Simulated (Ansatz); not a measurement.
C₂H₉GaSe (`[CH3][GaH-]([CH3])[SeH2+]`), relaxed with RKS PBE0-D4/def2-TZVP in the Gaussian-basis code of Ansatz from a PBE-D4/def2-SVP geometry. The force threshold is 0.005 eV/Å; the program also tests the step.

Charge 0, multiplicity 1.

Start:

```xyz
13

C    -2.010   -0.005    0.123
Ga   -0.132   -0.321    0.728
C     1.124   -1.307   -0.473
Se    0.797    2.266    0.271
H    -2.603   -0.928    0.298
H    -2.069    0.220   -0.962
H    -2.506    0.812    0.683
H     0.199   -0.241    2.287
H     0.925   -2.398   -0.395
H     0.988   -1.025   -1.537
H     2.187   -1.151   -0.197
H     2.235    1.911    0.384
H     0.866    2.165   -1.210
```

```
step   energy (eV)  largest force (eV/Å)  largest move (Å)
   1  -119932.1321                 0.525             0.000
   2  -119932.1667                 0.144             0.020
   3  -119932.1693                 0.012             0.011
   4  -119932.1693                 0.010             0.006
   5  -119932.1694                 0.006             0.014
   6  -119932.1694                 0.009             0.014
   7  -119932.1694                 0.009             0.008
   8  -119932.1694                 0.004             0.005
   9  -119932.1694                 0.003             0.011
  10  -119932.1694                 0.002             0.008
  11  -119932.1694                 0.002             0.005
```

End:

```xyz
13

C    -2.004   -0.013    0.128
Ga   -0.133   -0.321    0.714
C     1.111   -1.309   -0.477
Se    0.785    2.259    0.242
H    -2.588   -0.924    0.294
H    -2.066    0.220   -0.938
H    -2.487    0.789    0.690
H     0.211   -0.224    2.259
H     0.915   -2.383   -0.398
H     0.976   -1.031   -1.525
H     2.157   -1.150   -0.206
H     2.204    1.937    0.433
H     0.919    2.149   -1.216
```

Hardware: 2 threads of an AMD EPYC 7R13 on a shared host and a share of an NVIDIA H100 80 GB. Wall time 26 s, peak host memory 0.92 GiB.
